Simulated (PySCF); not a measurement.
Task: Give a PBE0-D3(BJ)/def2-SVP geometry of `CS(=O)(=O)[SiH2][SiH3]`.

Result: 
```xyz
14
CH8O2SSi2 angstrom
C     -2.466    0.206   -0.252
S     -0.905   -0.367    0.409
O     -0.675    0.366    1.666
O     -0.943   -1.835    0.407
Si     0.771    0.294   -0.912
Si     2.543   -0.138    0.557
H     -3.215   -0.127    0.481
H     -2.644   -0.269   -1.225
H     -2.454    1.301   -0.320
H      0.732   -0.501   -2.173
H      0.552    1.742   -1.206
H      2.538    0.908    1.617
H      2.337   -1.496    1.132
H      3.829   -0.087   -0.202
```

Orientation and origin are arbitrary. Atoms count from 1 in this order. S2 (sulfonyl sulfur) is distorted tetrahedral (angles from 103.9° to 120.2°). Si6 (SiH3 silicon) is tetrahedral (angles from 107.8° to 111.4°). Si5 (SiH2 silicon) is distorted tetrahedral (angles from 98.2° to 116.9°).

Bonds between heavy atoms (Å): C1–S2 1.789, S2=O3 1.473, S2=O4 1.468, S2–Si5 2.234, Si5–Si6 2.341.

Computed, not measured: PBE0-D3(BJ)/def2-SVP geometry optimisation, gas phase in PySCF.

Point group: C1 (no symmetry element, even within 0.4 Å). PBE0-D3(BJ)/def2-SVP frequencies: not computed here. One conformer, not necessarily the lowest (C1–S2–Si5–Si6 166°).
